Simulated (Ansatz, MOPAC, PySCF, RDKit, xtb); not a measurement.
Noncovalent pair: CH4O (SMILES CO) (first 6 atoms) with CH2O2 (SMILES O=CO); geometry from B3LYP-D3(BJ)/def2-TZVP, rigid monomers moved along the line of their centres of mass till O2···H11 is 1.95 Å.
(charge 0, multiplicity 1):
| atom | x (Å) | y (Å) | z (Å) |
|---|---|---|---|
| C | -0.1896 | -0.3503 | 0.1830 |
| O | 0.4893 | -0.8055 | 1.3522 |
| H | -0.9040 | 0.4454 | 0.4141 |
| H | -0.7288 | -1.2018 | -0.2278 |
| H | 0.5196 | 0.0110 | -0.5655 |
| H | 0.9374 | -0.0547 | 1.7799 |
| O | 0.8016 | 0.9396 | 3.8152 |
| C | -0.0088 | 0.3055 | 4.4524 |
| O | -0.6645 | -0.7622 | 4.0269 |
| H | -0.2928 | 0.5590 | 5.4816 |
| H | -0.3762 | -0.9535 | 3.0907 |

```csv
level,interaction energy (meV),cost
MMFF94,-386.5,-
UFF,873.4,-
GFN-FF,-356.8,-
AM1,-205.7,-
PM3,-150.2,-
PM6,-291.9,-
PM7,-361.1,-
GFN1-xTB,-443.4,-
GFN2-xTB,-413.4,-
HF/STO-3G (no counterpoise),-331.0,-
HF/3-21G (no counterpoise),-770.4,-
HF/6-31G*,-398.9,-
HF/6-31G* (no counterpoise),-494.5,-
HF/aug-cc-pVDZ,-357.9,-
PBE/def2-TZVPPD,-442.0,×1
PBE-D3(BJ)/def2-TZVPPD,-489.9,×1
PBE-D4/def2-TZVPPD,-489.2,×1
BP86/6-31G* (no counterpoise),-592.2,-
r2SCAN/def2-TZVPPD,-480.2,×1
r2SCAN-D3(BJ)/def2-TZVPPD,-498.7,×1
r2SCAN-D4/def2-TZVPPD,-497.2,×1
B3LYP/3-21G (no counterpoise),-936.7,-
B3LYP/6-31G*,-457.3,-
B3LYP/6-31G* (no counterpoise),-609.8,-
B3LYP/6-311+G** (no counterpoise),-450.6,-
B3LYP/def2-TZVPPD,-410.4,×1
B3LYP-D3(BJ)/def2-TZVPPD,-484.3,×1
B3LYP-D4/def2-TZVPPD,-480.7,×1
PBE0/def2-TZVPPD,-445.1,×1
PBE0-D3(BJ)/def2-TZVPPD,-488.7,×1
PBE0-D4/def2-TZVPPD,-487.7,×1
M06-2X/6-31G* (no counterpoise),-638.6,-
wB97X-V/def2-TZVPPD,-473.1,×3
wB97M-V/def2-TZVPPD,-474.3,×3
MP2/6-31G*,-433.2,-
MP2/6-31G* (no counterpoise),-614.5,-
MP2/aug-cc-pVDZ,-426.9,-
SCS-MP2/aug-cc-pVDZ,-390.6,-
CCSD/aug-cc-pVDZ,-407.2,-
CCSD(T)/aug-cc-pVDZ,-425.5,×10
```

The rows run from -936.7 (B3LYP/3-21G (no counterpoise)) to 873.4 meV (UFF). In aug-cc-pVDZ the value moves HF -357.9, MP2 -426.9, CCSD -407.2, CCSD(T) -425.5, a shift of -67.6 from HF to CCSD(T). The dispersion term adds -47.9 in PBE-D3(BJ), -47.2 in PBE-D4, -18.5 in r2SCAN-D3(BJ). The 6 functionals in def2-TZVPPD without D3 or D4 span 69.8, from r2SCAN to B3LYP.

Monomers are frozen at their geometry in the pair; levels with a basis set take the counterpoise correction. Rows marked so take none. RDKit's UFF carries no charges.

Frozen-core correlation. Rows in 3-21G, 6-311+G**, 6-31G*, STO-3G carry no dispersion term and start afresh at each structure (6-31G* with six Cartesian d functions). MP2/6-31G* freezes PySCF's default core. The state that AM1, PM3, PM6, PM7 reach isn't checked; PM7 holds dispersion and hydrogen-bond terms.

Codes used: Ansatz (Gaussian orbitals); MOPAC for AM1, PM3, PM6, PM7 (differences of heats of formation); PySCF for 3-21G rows, 6-311+G** rows, 6-31G* rows, STO-3G rows, the dispersion terms; RDKit for the force fields; xtb for the GFN methods. Each number belongs to the level named beside it.

Costs are rough ratios of core time to PBE/def2-TZVPPD (about 12 s over the structures, on one shared machine); a dash marks a level with no comparable run of its own.

Ansatz is an electronic-structure program.
